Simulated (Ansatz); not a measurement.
```yaml
crystal:
  periodic: [false, false, false]
  atoms:
    - {symbol: Si, position_ang: [-1.468520, 1.310657, 0.205185]}
    - {symbol: C, position_ang: [-0.084376, 0.134776, -0.069890]}
    - {symbol: Si, position_ang: [1.223880, -0.087107, 1.151847]}
    - {symbol: Al, position_ang: [0.006001, -1.910420, -0.179347]}
    - {symbol: Si, position_ang: [0.487543, -0.337418, -1.816015]}
    - {symbol: H, position_ang: [-1.093418, 2.718360, -0.112476]}
    - {symbol: H, position_ang: [-1.927559, 1.272835, 1.623675]}
    - {symbol: H, position_ang: [-2.625595, 0.955170, -0.662851]}
    - {symbol: H, position_ang: [0.818672, -0.029369, 2.575723]}
    - {symbol: H, position_ang: [2.585392, 0.475710, 0.960786]}
    - {symbol: H, position_ang: [1.541103, -1.630993, 0.873858]}
    - {symbol: H, position_ang: [-0.735331, -3.089257, 0.556010]}
    - {symbol: H, position_ang: [1.811096, 0.182472, -2.256833]}
    - {symbol: H, position_ang: [-0.551889, 0.005385, -2.820870]}
basis:
  gaussian: {orbitals: cc-pVTZ-DK}
magnetization: {spin_polarized: true, initial_magnetization: 4}
hamiltonian: {xc: {name: HF}}
correlation: {method: rpa, electrons: outside_noble_gas}
```

```sh
$ ansatz run in.yaml --threads 4 --pin off --events-out ev --progress --plain --max-ram 10444MiB
```

Shortened log:

```
Functional definition: HF
1679 factors; integrals over basis functions are off by at most 1.1e-3 eV
mean field evaluation 1: about -31390.5622 eV, gradient 1.9e1 eV
mean field evaluation 2: about -31390.5871 eV, gradient 1.9e1 eV
mean field evaluation 4: about -31395.4326 eV, gradient 4.8e0 eV
mean field evaluation 8: about -31396.4754 eV, gradient 6.0e-1 eV
mean field evaluation 16: about -31396.5236 eV, gradient 2.3e-6 eV
mean field -31396.52358052 eV, -1153.8009602560 hartree, gradient 2.4e-6 eV, S^2 6.025745; 7 other end points of the search recorded, 0 dependent functions left out
21 core orbitals not correlated: weight in the atoms' cores, before any rotation towards them, 1.000 or more for the frozen orbitals, at most 0.000 for the correlated occupied ones
reference -31396.52358052 eV, -1153.8009602560 hartree; 16, 12 occupied and 255, 259 virtual orbitals, 1679 factors
Total energy: -31418.21722604 eV, -1154.5981870246 hartree
Relativity: scalar
```

**Question.** Something in this input is off. What?

**Answer.** The spin is set far too high for this molecule. The calculation finished and met its thresholds. The result belongs to that input, not to the molecule as meant.
